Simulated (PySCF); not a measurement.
C2H12N2Si2, SMILES [SiH3]N(C)[Si@H](N)C. Geometry: ωB97X-D3(BJ)/def2-SVP. The structure was generated by enumeration; whether it is a known compound was not checked. The values are those of a single conformer.

Computed equilibrium geometry at ωB97X-D3(BJ)/def2-SVP (PySCF confirms it by a frequency run) as bond lengths and angles (one conformer of several):
Atoms: C1 N2 Si3 Si4 C5 N6 H7 H8 H9 H10 H11 H12 H13 H14 H15 H16 H17 H18. Bonds (Å): C1–N2 1.460, C1–H7 1.102, C1–H8 1.104, C1–H9 1.106, N2–Si3 1.746, N2–Si4 1.741, Si3–H10 1.493, Si3–H11 1.496, Si3–H12 1.494, Si4–C5 1.874, Si4–N6 1.733, Si4–H13 1.499, C5–H14 1.102, C5–H15 1.102, C5–H16 1.102, N6–H17 1.014, N6–H18 1.013. Angles (°): N2–C1–H7 111.5, N2–C1–H8 110.5, N2–C1–H9 112.8, H7–C1–H8 107.0, H7–C1–H9 107.4, H8–C1–H9 107.4, C1–N2–Si3 121.6, C1–N2–Si4 120.2, Si3–N2–Si4 117.9, N2–Si3–H10 113.4, N2–Si3–H11 106.0, N2–Si3–H12 113.9, H10–Si3–H11 107.9, H10–Si3–H12 108.0, H11–Si3–H12 107.3, N2–Si4–C5 113.8, N2–Si4–N6 104.7, N2–Si4–H13 107.2, C5–Si4–N6 107.4, C5–Si4–H13 109.0, N6–Si4–H13 114.9, Si4–C5–H14 110.5, Si4–C5–H15 111.7, Si4–C5–H16 110.4, H14–C5–H15 108.6, H14–C5–H16 107.8, H15–C5–H16 107.7, Si4–N6–H17 122.3, Si4–N6–H18 121.1, H17–N6–H18 111.7.
